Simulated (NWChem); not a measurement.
Species: BN2H5; SMILES NBN

```xyz
8

B      0.0000     0.0000    -0.4932
H      0.0000     0.0000    -1.7068
N     -1.2431     0.0000     0.1759
H     -2.1178     0.0000    -0.3260
H     -1.3522     0.0000     1.1808
N      1.2431     0.0000     0.1759
H      1.3522     0.0000     1.1808
H      2.1178     0.0000    -0.3260
```
Atoms are numbered in this order, from 1.

Results from NWChem. Pople sets run with spherical d functions. Medium grid unless said otherwise, to which SCAN and Minnesota functionals are sensitive. Coordinates come from a PBE0/def2-SVP optimisation. Hybrids' shares of exact exchange are those that their runs print; pure functionals count as 0. The functionals differ in more than this share.

```
row               share of exact exchange  orbital gap (eV)
----------------  -----------------------  ----------------
PBE/6-31G*                           0.00              6.68
TPSS/6-31G*                          0.00              6.97
B3LYP/6-31G*                         0.20              8.50
MPW1K/6-31G*                         0.43             11.01
BHandHLYP/6-31G*                     0.50             11.42
M06-2X/6-31G*                        0.54          withheld
```

**Question.** Fit a straight line of the last column on the one before it, predict the withheld value, and compare with the run.

**Answer.** 
1. Means of the 5 shown rows: x = 0.226, y = 8.916. Slope Σ(x − x̄)(y − ȳ)/Σ(x − x̄)² = 2.069/0.2195 = 9.426; intercept 6.786.
2. The shown rows scatter about the line by 0.148 (root mean square); the largest residual is +0.18, at TPSS/6-31G*.
3. At x = 0.54 (M06-2X/6-31G*; beyond the shown range) the line gives 11.88.
4. The run gives 11.53, -0.35 from the line, 2.4 times the scatter.
